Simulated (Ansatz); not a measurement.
`[BH2][Sb]([CH3])[CH3]`, relaxed with RKS PBE-D4/def2-SVP in the Gaussian-basis code of Ansatz from a rough embedded geometry. The force threshold is 0.03 eV/Å; the program also tests the step.

Charge 0, multiplicity 1. Sb takes the def2 core potential.

Start:

```xyz
12

B    -1.265    0.052    1.469
Sb   -1.044   -0.185   -0.684
C     0.298    1.502   -0.754
C     0.575   -1.605   -0.514
H    -0.759   -0.723    2.261
H    -1.918    0.964    1.952
H     1.046    1.442   -0.004
H     0.796    1.492   -1.807
H    -0.309    2.484   -0.689
H     1.297   -1.181    0.308
H     1.107   -1.688   -1.407
H     0.175   -2.553   -0.131
```

| step | energy (eV) | largest force (eV/Å) | largest move (Å) |
| --- | --- | --- | --- |
| 1 | -9410.1758 | 3.654 | 0.000 |
| 2 | -9410.5006 | 1.236 | 0.194 |
| 3 | -9410.5137 | 0.586 | 0.163 |
| 4 | -9410.5627 | 0.234 | 0.053 |
| 5 | -9410.5826 | 0.249 | 0.200 |
| 6 | -9410.5979 | 0.116 | 0.200 |
| 7 | -9410.6010 | 0.017 | 0.044 |

End:

```xyz
12

B    -1.355    0.033    1.603
Sb   -0.928   -0.183   -0.551
C     0.301    1.614   -0.859
C     0.702   -1.656   -0.462
H    -1.435   -0.951    2.315
H    -1.683    1.115    2.054
H     1.177    1.601   -0.185
H     0.636    1.643   -1.912
H    -0.319    2.505   -0.648
H     1.518   -1.290    0.189
H     1.086   -1.826   -1.485
H     0.299   -2.604   -0.059
```

It took 11 s on 4 threads of an AMD EPYC 7R43 on a shared host, with 0.17 GiB of host memory at the peak.
